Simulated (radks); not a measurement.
Ni XII, configuration [Ne] 3s2 3p5. Method: non-relativistic Kohn-Sham, r2SCAN, spin-polarised, spherical densities, point nucleus; open shells are filled with parallel spins first; meta-GGA in the generalised Kohn-Sham scheme; computed with a radial shooting solver on a logarithmic mesh with Libxc functionals.

Unscreened Slater integrals over Kohn-Sham orbitals (cm^-1). They are taken over the spin-up orbitals. Empty in this configuration: 3d.

| integral | value |
|---|---|
| F0(3p,3p) | 297310 |
| F2(3p,3p) | 151460 |
| F0(3p,3s) | 296360 |
| G1(3p,3s) | 196480 |
| F0(3p,2p) | 396630 |
| F2(3p,2p) | 89825 |
| G0(3p,2p) | 35734 |
| G2(3p,2p) | 38134 |
| F0(3p,3d) | 304040 |
| F2(3p,3d) | 149780 |
| G1(3p,3d) | 172650 |
| G3(3p,3d) | 111610 |
| F0(3s,3s) | 295860 |
| F0(3s,2p) | 389410 |
| G1(3s,2p) | 36152 |
| F0(3s,3d) | 303260 |
| G2(3s,3d) | 132350 |
| F0(2p,2p) | 929750 |
| F2(2p,2p) | 440020 |
| F0(2p,3d) | 409910 |
| F2(2p,3d) | 104050 |
| G1(2p,3d) | 87578 |
| G3(2p,3d) | 50067 |
| F0(3d,3d) | 315920 |
| F2(3d,3d) | 159960 |
| F4(3d,3d) | 102690 |

Derived for the open shells (J is the average intra-shell exchange parameter used in DFT+U). 3p: J = F2/5 = 30290 cm^-1.
